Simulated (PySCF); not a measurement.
Ga(F)(vinyl)(OH) (C2H4FGaO), SMILES [CH]([Ga]([F])[OH])=C. Atoms are numbered in the order given.

```xyz
9

Ga    -0.0447    -0.3036     0.0000
F     -1.1115    -1.7247     0.0000
C     -0.7025     1.5190     0.0000
C      0.1465     2.5667     0.0000
H     -1.7916     1.6979     0.0000
H     -0.2179     3.6100     0.0000
H      1.2422     2.4366     0.0000
O      1.7062    -0.7064     0.0000
H      1.8430    -1.6722     0.0000
```
Charge 0, spin multiplicity 1.

The structure is a stationary point at PBE-D3(BJ)/def2-SVP. The structure was generated by enumeration; whether it is a known compound was not checked. One conformer was computed; it need not be the lowest.

The numbers are results of PySCF with C-PCM-M06-2X/def2-SVP, not measurements.

The values are the electrostatic part of the solvation free energy, E(continuum) − E(gas) at the gas-phase geometry, in a cavity of scaled van der Waals radii (PySCF's table); cavitation and dispersion terms are not included. A continuum can't describe solvent molecules that bind to the metal. In vacuum the orbital gap is 9.07 eV. The dipole moment in vacuum is 1.63 D.

Computed values in water (ε = 78.36), chlorobenzene (ε = 5.70), ethanol (ε = 24.85):
| solvent | ε | ΔG(elec) (kcal/mol) | dipole (D) | gap (eV) |
|---|---|---|---|---|
| water | 78.36 | -8.7 | 1.75 | 9.12 |
| chlorobenzene | 5.70 | -7.2 | 1.73 | 9.12 |
| ethanol | 24.85 | -8.5 | 1.74 | 9.12 |
